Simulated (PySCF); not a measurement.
Start geometry of `C#CCB(Cl)Cl` from GFN2-xTB (Å):
```
atom  x, y, z in Å
C1     2.1107    0.4321   -0.2583
C2     1.0341    0.0801    0.1694
C3    -0.2722   -0.3629    0.6664
B4    -1.3330   -0.0208   -0.4226
Cl5   -1.9818    1.5657   -0.5796
Cl6   -1.9260   -1.2241   -1.5088
H7     3.0339    0.7742   -0.6170
H8    -0.4208    0.1640    1.6140
H9    -0.1872   -1.4253    0.9028
```

Question: What comes out of this run: PySCF, PBE0-D3(BJ)/def2-SVP geometry optimisation, gas phase?

Answer: 
```
atom  x, y, z in Å
C1     1.7360    0.5369   -0.2869
C2     0.7042    0.1588    0.2227
C3    -0.5725   -0.2799    0.7693
B4    -1.6591    0.0728   -0.3192
Cl5   -2.3450    1.6771   -0.3963
Cl6   -2.1700   -1.1203   -1.4891
H7     2.6559    0.8681   -0.7320
H8    -0.7823    0.2476    1.7142
H9    -0.5480   -1.3625    0.9713
```

The energy falls by 0.076 eV over 6 energy and gradient evaluations, the largest force component goes from 0.0220 to 3.6e-04 Eh/bohr, and the atoms move by 0.075 Å rms after alignment. Among the bonds, B4–Cl5 and C1–H7 change most and about equally (+0.025 to +0.026 Å). Bonds longer at the end by more than 0.005 Å: 6 of 8; shorter: 1. Among the angles that change most is C2–C3–H8, from 105.6° to 110.1°. Rotational constants go from 2788, 1628, 1171 to 2629, 1677, 1182 MHz. The orientation of the end geometry is arbitrary; only internal coordinates are fixed.

The run used 107 basis functions and 42 SCF cycles in all. On an Arm Neoverse V1 with one thread, on a shared host, this took 27 s of wall time and 0.44 GiB of memory at its peak.

PBE0-D3(BJ)/def2-SVP frequencies: not computed here. One conformer, not necessarily the lowest.
